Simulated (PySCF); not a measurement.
# What a mistake does to a calculation on BClGeH4N cation

All numbers below are calculated, not measured. They come from PySCF 2.14.0, an open-source quantum chemistry program, on an isolated molecule that a program drew, which may never have been made. The molecule is BClGeH4N cation (charge +1, singlet), drawn as the SMILES string `B[NH][GeH+][Cl]`.

Each row is a Hartree-Fock (HF) and frozen-core CCSD(T) single point in the cc-pV(D+d)Z basis, meant for a local HF minimum. Run 1 is clean. Each other run has one planted mistake out of seven kinds, and not every kind appears here: one electron removed, one electron added, multiplicity raised by two, geometry at a saddle point, minimal basis STO-3G, one bond length entered in bohr, all coordinates scaled. The reference is restricted for singlets and unrestricted otherwise, and also for a bond in bohr. Adding or removing an electron swaps singlet and doublet. Electrons count all cores. HOMO and LUMO are orbital energies over both spins, the gradient is its largest component, and the lowest frequency (negative if imaginary) is given only where the gradient is small. Bond lengths are over the 7 bonds as drawn. T1 is the CCSD diagnostic: over 0.02 (restricted) or 0.045 (unrestricted) a single reference is doubtful. Germanium has the cc-pVDZ-PP basis, with a core potential (ECP10MDF) in place of its 10 inner electrons, and its 3s, 3p and 3d shells are frozen in CCSD(T).

Geometry of the clean run:
```xyz
8
BClGeH4N cation, angstrom
B    -0.4815    0.2577    0.5324
N     0.4093    0.0511    1.6681
Ge   -0.0368   -0.3673    3.3042
Cl   -2.0238   -0.6131    3.7737
H     0.0188    0.5371   -0.5076
H    -1.6521    0.1363    0.7058
H     1.3988    0.1574    1.5039
H     0.9888   -0.5549    4.3875
```

| run | electrons | basis functions | <S^2> | HOMO (eV) | LUMO (eV) | gradient (hartree/bohr) | lowest frequency (cm^-1) | mean bond (Å) | longest bond (Å) | T1 | HF (hartree) | CCSD(T) (hartree) | mistake |
|---|---|---|---|---|---|---|---|---|---|---|---|---|---|
| 1 | 64 | 94 | 0.000 | -17.78 | -4.87 | 3.4e-05 | 152 | 1.4500 | 2.056 | 0.0143 | -834.14588 | -834.66725 | no fault |
| 2 | 64 | 94 | 2.134 | -11.39 | -9.22 | 1.3e-01 | - | 1.4500 | 2.056 | 0.0272 | -833.93221 | -834.45901 | multiplicity raised by two |
| 3 | 64 | 94 | 0.000 | -18.15 | -4.56 | 8.5e-02 | - | 1.3558 | 1.923 | 0.0117 | -834.10264 | -834.61218 | all coordinates scaled |
| 4 | 65 | 94 | 0.769 | -6.33 | 2.29 | 7.3e-02 | - | 1.4500 | 2.056 | 0.0177 | -834.35129 | -834.88534 | ? |
| 5 | 64 | 94 | 0.000 | -14.90 | -4.62 | 4.7e-02 | - | 1.6354 | 2.755 | 0.0254 | -833.97828 | -834.51030 | ? |

**Which mistake was planted in run 4, and what did it cost?**

It counts 65 electrons, one more than the clean run, at the same geometry and basis. So the mistake is: one electron added. Subtracting run 1 and multiplying by 627.51 kcal/mol a hartree, the energy moved by -128.9 kcal/mol in HF and -136.9 kcal/mol in CCSD(T).

**Which mistake was planted in run 5, and what did it cost?**

The mean bond changes by a factor of 1.128 and the longest by 1.340, so the molecule wasn't scaled as a whole. A length L in bohr read as angstrom grows by (1/0.5292 - 1) L = 0.890 L. The 7 bonds together grew by 7 x 0.1854 = 1.298 Å, which gives L = 1.459 Å. That is bond B1-N2, 1.458 Å in the clean geometry. So the mistake is: one bond length entered in bohr. Subtracting run 1 and multiplying by 627.51 kcal/mol a hartree, the energy moved by 105.2 kcal/mol in HF and 98.5 kcal/mol in CCSD(T).

